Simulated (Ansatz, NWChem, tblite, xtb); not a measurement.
# How methods differ on CH6BrNSi (SMILES C[SiH](N)Br)

The species is CH6BrNSi (10 atoms), meant as a singlet with charge 0. SMILES: `C[SiH](N)Br`. The shape is that of a PBE0-D4/def2-TZVP optimisation. This is one conformer, not always the lowest.

```xyz
10

C    -0.9256    0.9994   -0.3471
Si   -0.1200   -0.6183    0.0655
N     1.3843   -0.3478    0.8233
Br    0.0279   -1.7810   -1.8601
H    -0.2952    1.5817   -1.0236
H    -1.0923    1.5814    0.5625
H    -1.8840    0.8343   -0.8425
H    -0.9220   -1.4805    0.9623
H     2.0389    0.3019    0.4158
H     1.8712   -1.1221    1.2470
```

Quantity: the dipole moment, in D. The values are calculated.

| level | kind | program | value (D) | CPU time |
| --- | --- | --- | --- | --- |
| GFN2-xTB | semi-empirical | tblite | 5.29 | under 2 s |
| GFN0-xTB | semi-empirical | xtb | 2.23 | under 2 s |
| GFN1-xTB | semi-empirical | xtb | 2.44 | under 2 s |
| IPEA1-xTB | semi-empirical | tblite | 2.74 | under 2 s |
| HF/STO-3G | Hartree–Fock | Ansatz | 2.20 | 4.5 s |
| HF/3-21G | Hartree–Fock | NWChem | 2.67 | 6.3 s |
| HF/6-31G* (spherical functions) | Hartree–Fock | Ansatz | 2.52 | 19 s |
| HF/def2-SVP | Hartree–Fock | Ansatz | 2.30 | 18 s |
| PBE/cc-pVDZ | GGA | Ansatz | 2.37 | 32 s |
| B3LYP/6-31G* (spherical functions) | global hybrid | Ansatz | 2.50 | 30 s |

All-electron rows without a relativistic Hamiltonian named are non-relativistic. The values span 2.20 to 5.29 D. Sets without polarisation functions give poor dipoles. Without the sets that lack polarisation functions the rows with a basis span only 2.30 to 2.52 D. Times are those of the runs behind each value, whatever else they computed, on shared processors of several kinds: orders of magnitude only.
